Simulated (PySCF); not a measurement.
# Telling isomers of C11H12 apart by NMR

- geometry: GFN2-xTB
- σ from GIAO-PBE0/pcSseg-1
- run in PySCF 2.14
- one computed conformer, averaged over atoms made equivalent by symmetry, fast rotation or ring inversion, non-relativistic, no solvent

References, each an isolated molecule treated in the same way: $^{1}$H and $^{13}$C against TMS. Where no couplings were computed, multiplicities follow the n + 1 count of equivalent neighbours, and m marks all less simple cases (inequivalent or close neighbours, rings, F or P nearby). Shifts are as computed. Against solution values, carbons near 30 ppm lie about +3 ppm off and those near 130 ppm about +5 ppm. Of 1211 compounds with measured shifts, 218 miss one by over three times the rms of a fit or turn the order of signals round; such compounds aren't used in these exercises.

(1) Tabulate the signals of `C=C[C@@H]1CCc2ccccc21`, `C#Cc1c(C)cccc1CC` and their relative energies.

(2) What is the quickest way to tell C=C[C@@H]1CCc2ccccc21 from C#Cc1c(C)cccc1CC?

Answers

(1) 
| SMILES | carbon types | δC | δH | E rel. (kcal/mol) |
| --- | --- | --- | --- | --- |
| C=C[C@@H]1CCc2ccccc21 | 2×C 6×CH 3×CH2 | 151.7, 151.6, 149.8, 132.3, 131.8, 130.2, 129.8, 122.2, 55.9, 37.9, 35.9 | 7.56 (m, 1H), 7.50 (m, 1H), 7.49 (m, 1H), 7.48 (m, 1H), 6.04 (m, 1H), 5.56 (m, 1H), 5.44 (m, 1H), 3.81 (m, 1H), 3.12 (m, 1H), 2.96 (m, 1H), 2.28 (m, 1H), 1.84 (m, 1H) | 0.0 |
| C#Cc1c(C)cccc1CC | 4×C 4×CH 1×CH2 2×CH3 | 155.7, 149.1, 134.7, 131.6, 130.9, 124.3, 96.9, 86.2, 33.6, 25.1, 19.4 | 7.49 (m, 1H), 7.37 (m, 1H), 7.35 (m, 1H), 3.32 (s, 1H), 2.98 (q, 2H), 2.63 (s, 3H), 1.25 (t, 3H) | 28.4 |

Energies are electronic energies at PBE0/pcSseg-1 on these geometries, without zero-point or thermal terms, each for the one conformer computed, which needn't be the lowest.

(2) Both give the same number of carbon signals, but DEPT or the intensities differ. The first has a terminal =CH2 carbon at 122.2 ppm, the second an alkyne carbon (C) at 86.2 ppm. Their most deshielded carbons lie at 151.7 and 155.7 ppm.
